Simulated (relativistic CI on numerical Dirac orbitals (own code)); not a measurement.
Co2+ in a cubic cluster: L2,3 absorption with charge transfer

Computed with a charge-transfer multiplet model of a cubic metal-ligand cluster with up to 2 ligand holes, Slater and spin-orbit integrals from Dirac-Coulomb-Breit ions, Slater integrals scaled by 0.9. The parameters are those of a tetrahedral site (10Dq negative, t2 hopping the larger). The ground state mixes d7 with configurations of k ligand holes L, whose averages lie at kΔ + k(k − 1)U_dd/2; a core hole lowers each added d electron by U_cd. 300 K, Lorentzian 0.4 eV and Gaussian 0.3 eV FWHM.

Atomic integrals in eV (Slater integrals scaled, ζ unscaled), ground: F2dd 10.387, F4dd 6.447, zeta_d 0.063; with the core hole: F2dd 11.102, F4dd 6.898, zeta_d 0.084, zeta_core 9.670, F2cd 6.560, G1cd 4.914, G3cd 2.793.

Cluster parameters (eV): Δ = 6.4, U_dd = 7.4, 10Dq = -0.4, 10Dq(ligand) = 0, V(eg) = 1.07, V(t2g) = -1.83, final-state hopping factor = 0.9.

| Case | n_d | d7 | d8L | d9L2 | S |
| --- | --- | --- | --- | --- | --- |
| U_cd = 7.6 eV | 7.12 | 0.88 | 0.11 | 0.00 | 1.50 |
| U_cd = 8.8 eV | 7.12 | 0.88 | 0.11 | 0.00 | 1.50 |
| U_cd = 9.4 eV | 7.12 | 0.88 | 0.11 | 0.00 | 1.50 |
| U_cd = 10 eV | 7.12 | 0.88 | 0.11 | 0.00 | 1.50 |
| U_cd = 10.6 eV | 7.12 | 0.88 | 0.11 | 0.00 | 1.50 |

Weights, n_d and S are thermal averages at 300 K. Photon energies count from the first peak over 30 % of the highest in each spectrum, which can be another peak from case to case. The parameters are a model scan and need not match a compound or its usual spin state. Peaks in eV (height, largest 100):
- U_cd = 7.6 eV: 0.0 (100), 0.7 (99), 1.0 (94), 1.4 (93), 2.1 (57), 3.0 (27), 4.4 (17), 15.9 (58), 17.8 (15), 18.8 (10)
- U_cd = 8.8 eV: 0.0 (100), 0.5 (96), 1.0 (90), 1.3 (89), 2.8 (27), 4.2 (16), 15.7 (56), 17.7 (14), 18.6 (9)
- U_cd = 9.4 eV: 0.0 (100), 0.6 (95), 1.0 (88), 2.8 (27), 4.1 (15), 15.8 (54), 17.7 (14), 18.6 (9)
- U_cd = 10 eV: 0.0 (100), 0.6 (94), 1.1 (86), 2.7 (27), 15.8 (53), 17.6 (13), 18.5 (8)
- U_cd = 10.6 eV: 0.0 (100), 0.5 (92), 1.0 (83), 5.9 (5), 6.6 (6), 15.7 (51), 17.5 (13), 18.4 (7)

For the case U_cd = 9.4 eV, Δ = 6.4 eV is smaller than U_dd = 7.4 eV, the charge-transfer side of the Zaanen-Sawatzky-Allen scheme. With the core hole the configuration with one ligand hole lies at Δ + U_dd − U_cd = 6.2, 5.0, 4.4, 3.8, 3.2 eV from the one without, in the order of the table; where this is negative the screened configuration lies lower, though the effective hopping of about 2.8 eV (from the holes of the mixed ground state) mixes the two strongly wherever it is as large as the gap.
